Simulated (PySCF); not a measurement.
A side-by-side comparison of computed properties.

First species: C8H11FO.
InChI=1S/C8H11FO/c1-3-6-5-8(6,4-2)7(9)10/h3,6H,1,4-5H2,2H3/t6-,8+/m1/s1

Second species: C5H9ClS2Si.
Geometry (GFN2-xTB, Å), atoms numbered from 1 in this order:
```xyz
18
C5H9ClS2Si angstrom
C     -3.8210   -0.0316   -0.0597
C     -2.6520   -0.2954   -0.6117
C     -1.3519    0.2730   -0.1476
Si    -0.2567   -1.0876    0.6138
Cl     0.0599   -2.6496   -0.5983
S      1.6643   -0.2600    1.3277
C      2.4767    0.2967   -0.1039
C      3.8476    0.8251    0.1395
S      1.8183    0.2556   -1.5959
H     -4.7356   -0.4616   -0.4297
H     -3.9134    0.6355    0.7816
H     -2.5861   -0.9673   -1.4563
H     -0.8419    0.7304   -0.9982
H     -1.5328    1.0556    0.5911
H     -0.7577   -1.5455    1.9026
H      4.2824    1.1852   -0.7895
H      3.8117    1.6351    0.8675
H      4.4795    0.0402    0.5554
```

Levels: PBE0/pcSseg-1 for dipole moment, HOMO energy, LUMO energy and HOMO–LUMO gap; GFN2-xTB for rotational constant A and rotational constant C. Geometries: GFN2-xTB. Each structure is a single optimised conformer of the isolated species, non-relativistic unless stated. Electronic properties by PySCF.

The conformers computed, where there is a choice (atom-mapped SMILES and torsion angles):
- `[CH2:1]=[CH:2][C@@H:3]1[CH2:4][C@:5]1([CH2:6][CH3:7])[C:8](=[O:9])[F:10]`: C1–C2–C3–C4 -156°, C4–C5–C6–C7 -80°, C4–C5–C8–O9 166°
- `[CH2:1]=[CH:2][CH2:3][Si@@H:4]([Cl:5])[S:6][C:7]([CH3:8])=[S:9]`: C1–C2–C3–Si4 112°, C2–C3–Si4–Cl5 55°, C3–Si4–S6–C7 -65°, Si4–S6–C7–C8 -176°

```tsv
property	column X	column Y
dipole moment	1.80 D	3.35 D
HOMO energy	-6.59 eV	-7.37 eV
LUMO energy	-2.18 eV	-0.58 eV
HOMO–LUMO gap	4.41 eV	6.79 eV
rotational constant A	1.285 GHz	1.863 GHz
rotational constant C	0.487 GHz	0.830 GHz
```

Task: Which column belongs to which species?

Result: Column X is the second species and column Y the first. The first has 21 atoms and 76 electrons, the second 18 and 102.

Task: How does each property change from the first species to the second?

Result: dipole moment -1.55 D; HOMO energy +0.78 eV; LUMO energy -1.60 eV; HOMO–LUMO gap -2.38 eV; rotational constant A -0.578 GHz; rotational constant C -0.343 GHz.

On the first: The dipole equals about 11.2 × 10⁻³⁰ C·m (1 D = 3.33564 × 10⁻³⁰ C·m).

On the second: A dipole of 1.80 D is allowed in C1, and pure rotational transitions are dipole-allowed. The dipole matches unit charges of opposite sign 0.38 Å apart (1 e·Å = 4.8032 D).
